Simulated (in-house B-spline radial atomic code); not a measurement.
Values are calculated unless marked as measured or tabulated.
Building a PAW d channel for Ni, r_c = 1.59 bohr

Ni, [Ar] 3d8 4s2, non-relativistic LDA (VWN5), spherical and spin-unpolarised, from an all-electron radial atomic-structure program (B-spline basis) (atomic units; all potentials screened as in the neutral atom).

Two all-electron partial waves φ1, φ2 are integrated outwards at E1 = ε(3d) = -0.3487 and E2 = E1 + 1 hartree; φ1 is the bound orbital and φ2 has unit norm inside r_c = 1.586 bohr. Smooth partners are polynomials, r^3(a0 + a1 r² + a2 r⁴ + a3 r⁶), matched to φ and three derivatives at r_c, with no condition on the norm. The local potential is -9.05282 + (8.75897) r² + (-3.56605) r⁴ + (0.53599) r⁶ inside 1.2985 bohr and the all-electron one outside.

```tsv
wave	φ(r_c)	φ'(r_c)	a0	a1	a2	a3
1	0.4996804	-0.4496248	1.373964	-1.101238	0.327353	-0.03455085
2	0.7547348	2.222821	-1.191657	1.325634	-0.4242984	0.04592737
```

Inside r_c the overlaps are <φi φj> = [[0.86048, -0.72502], [-0.72502, 1.00000]] and, for the smooth waves, [[0.27762, 0.00774], [0.00774, 0.09641]]. With χj = (Ej − T − V_local) applied to smooth wave j, the program's quadrature gives the matrix B_ij = <smooth i, χj> as [[-0.46175, 0.77576], [0.04300, -0.12316]].

**Question.** Check the match of the first wave, and find the augmentation charges q_ij.

**Answer.** At r_c the four terms are 5.48132, -11.05089, 8.26302, -2.19375, which sum to 0.4997, φ1(r_c) to rounding. q_ij is the all-electron overlap less the smooth one: [[0.58286, -0.73276], [-0.73276, 0.90359]]. The smooth first wave has a norm of 0.2776 inside r_c against 0.8605, and q11 > 0 puts back the missing charge.

**Question.** B isn't symmetric. Show that D_ij = B_ij + Ej q_ij is.

**Answer.** Integrating by parts gives B12 − B21 = (E1 − E2) q12: 0.77576 − (0.04300) = 0.73276, and −1 × (-0.73276) = 0.73276. So D12 = 0.77576 + (0.651300)(-0.73276) = 0.29851 and D21 = 0.04300 + (-0.3487)(-0.73276) = 0.29851; D11 = -0.66499, D22 = 0.46535. The projectors, p = (B⁻¹)ᵀ χ, are dual to the smooth waves; det B = 0.024.

Solving (T + V_local + Σ p D p) ψ = E (1 + Σ p q p) ψ in a sphere of 9 bohr gives these levels:

| all-electron | one projector | two projectors |
| --- | --- | --- |
| -0.348699 | -0.348698 | -0.348698 |
| 0.114082 | 0.116551 | 0.114086 |
| 0.370595 | 0.384254 | 0.370602 |
| 0.767816 | 0.809028 | 0.767820 |
| 1.298440 | 1.389770 | 1.298720 |

**Question.** What does the second projector gain?

**Answer.** With one projector the errors are 0.00, +2.47, +13.66, +41.21, +91.33 millihartree. With two the errors are 0.00, 0.00, +0.01, 0.00, +0.28 millihartree. The scattering is exact at E1 and at E2 = 0.651, and over all levels compared the largest error is 0.28 millihartree. The lowest eigenvalue of the overlap operator is 1 with one and 0.9391 with two projectors. The smooth orbital alone needs a cutoff of 24.8 hartree for 1 millihartree of kinetic energy, against 51.2 for a norm-conserving Troullier-Martins orbital of the same radius; part of the gain comes from giving up the norm, part from the simpler form.
